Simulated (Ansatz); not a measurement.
Ansatz (an electronic-structure program) input (B3LYP-D3(BJ)/def2-TZVP):

Ansatz 0.2 input:
```yaml
crystal:
  periodic: [false, false, false]
  atoms:
    - {symbol: Sn, position_ang: [-0.12610894, -0.19371072, -0.10053143]}
    - {symbol: F, position_ang: [-1.65902711, 1.35733762, -0.23120705]}
    - {symbol: F, position_ang: [0.29497100, -1.03988462, 1.86924438]}
    - {symbol: F, position_ang: [1.51397562, -0.11808406, -1.54231851]}
basis:
  gaussian:
    orbitals: def2-TZVP
hamiltonian:
  xc: b3lyp
  dispersion: d3bj
magnetization: {spin_polarized: true, initial_magnetization: 1}
relax: {f_tol: 0.002, max_steps: 150}
```

End of the output:

```
these checks for a lower state are left out or cut short: starts, cluster_reference, orbital_swaps, neighbouring_geometries, increment
integrals: 0.05 GiB planned
900 factors; their error is unknown
mean field: 0.67 GiB planned
mean field -13989.61845720 eV, -514.1089957982 hartree, gradient 1.9e-5 eV, S^2 0.753350; 0 other end points of the search recorded, 0 dependent functions left out
the calculation of the forces begins
reference -13989.61867224 eV, -514.1090037007 hartree; 25, 24 occupied and 118, 119 virtual orbitals, 900 factors
relax step   4: F+E_penalty+E_count = -13989.71229493 eV  Δ(F+E_penalty+E_count) = -2.506e-2 eV  max|allowed force component| = 8.008e-1 eV/Å  Δτ_max = 0.1962 Å  (37 SCF iters, accepted)
these checks for a lower state are left out or cut short: starts, cluster_reference, orbital_swaps, neighbouring_geometries, increment
integrals: 0.05 GiB planned
900 factors; their error is unknown
mean field: 0.67 GiB planned
mean field -13989.65847994 eV, -514.1104666068 hartree, gradient 1.7e-5 eV, S^2 0.753097; 0 other end points of the search recorded, 0 dependent functions left out
the calculation of the forces begins
reference -13989.65869657 eV, -514.1104745679 hartree; 25, 24 occupied and 118, 119 virtual orbitals, 900 factors
relax step   5: F+E_penalty+E_count = -13989.75173210 eV  Δ(F+E_penalty+E_count) = -3.944e-2 eV  max|allowed force component| = 1.067e-1 eV/Å  Δτ_max = 0.0739 Å  (34 SCF iters, accepted)
these checks for a lower state are left out or cut short: starts, cluster_reference, orbital_swaps, neighbouring_geometries, increment
integrals: 0.05 GiB planned
900 factors; their error is unknown
mean field: 0.67 GiB planned
mean field -13989.65906260 eV, -514.1104880191 hartree, gradient 1.4e-5 eV, S^2 0.752992; 0 other end points of the search recorded, 0 dependent functions left out
the calculation of the forces begins
reference -13989.65927919 eV, -514.1104959786 hartree; 25, 24 occupied and 118, 119 virtual orbitals, 900 factors
relax step   6: F+E_penalty+E_count = -13989.75246575 eV  Δ(F+E_penalty+E_count) = -7.336e-4 eV  max|allowed force component| = 3.293e-2 eV/Å  Δτ_max = 0.0065 Å  (35 SCF iters, accepted)
these checks for a lower state are left out or cut short: starts, cluster_reference, orbital_swaps, neighbouring_geometries, increment
integrals: 0.05 GiB planned
900 factors; their error is unknown
mean field: 0.67 GiB planned
mean field -13989.65921291 eV, -514.1104935430 hartree, gradient 1.5e-5 eV, S^2 0.753017; 0 other end points of the search recorded, 0 dependent functions left out
the calculation of the forces begins
reference -13989.65942955 eV, -514.1105015041 hartree; 25, 24 occupied and 118, 119 virtual orbitals, 900 factors
relax step   7: F+E_penalty+E_count = -13989.75256260 eV  Δ(F+E_penalty+E_count) = -9.685e-5 eV  max|allowed force component| = 9.922e-4 eV/Å  Δτ_max = 0.0024 Å  (35 SCF iters, accepted)
integrals: 0.05 GiB planned
900 factors; their error is unknown
mean field: 0.67 GiB planned
mean field evaluation 64: about -13989.5701 eV, gradient 1.6e-1 eV
mean field -13989.65921291 eV, -514.1104935430 hartree, gradient 2.5e-5 eV, S^2 0.753017; 1 other end points of the search recorded, 0 dependent functions left out
the calculation of the forces begins
reference -13989.65942955 eV, -514.1105015041 hartree; 25, 24 occupied and 118, 119 virtual orbitals, 900 factors
Total energy: -13989.75277923 eV, -514.1139320418 hartree
Atom 0 at    -0.283509    -0.426474    -0.220212 Å, force    -0.000150    -0.000425    -0.000004 eV/Å
Atom 1 at    -1.303331     1.205657    -0.144175 Å, force    -0.000992     0.000948    -0.000100 eV/Å
Atom 2 at     0.303836    -0.765461     1.582504 Å, force     0.000184    -0.000518     0.000971 eV/Å
Atom 3 at     1.306814    -0.008064    -1.222930 Å, force     0.000959    -0.000006    -0.000866 eV/Å
Dipole moment:    -0.341097    -0.504239    -0.258088 e Å
```

It need not be the lowest isomer of its formula.
